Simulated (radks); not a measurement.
Results of a calculation; reference values are marked as such.
Question: These are the eigenvalues of the occupied orbitals of an atom or ion with whole-number occupations (hartree). Code: a radial shooting solver on a logarithmic mesh with Libxc functionals. Model: Dirac Kohn-Sham, LDA (Slater exchange, Perdew-Wang correlation), spin-unpolarised, spherical densities, finite nucleus; Fermi nuclear charge, rms radius of each element as measured or else 0.836 A^(1/3) + 0.57 fm.

1s1/2: -881.4679
2s1/2: -158.3936
2p1/2: -149.6085
2p3/2: -144.2544
3s1/2: -52.62744
3p1/2: -49.34294
3p3/2: -48.21258
3d3/2: -42.85542
3d5/2: -42.60907

Which element is it, and in what charge state? The configuration may be excited. Open shells, if any, are shared by 2j + 1.

Answer: Z = 45, rhodium, charge +24: Rh24+ in [Ar] 3d3. The list shows which subshells hold electrons but not how many an open one holds; the 1s level, -881.47 hartree, gives Z - s = 42.0 by -(Z - s)^2/2, which with screening and relativity narrows Z to a few neighbours, and the depths of the outer levels then fix element, charge and occupations together.
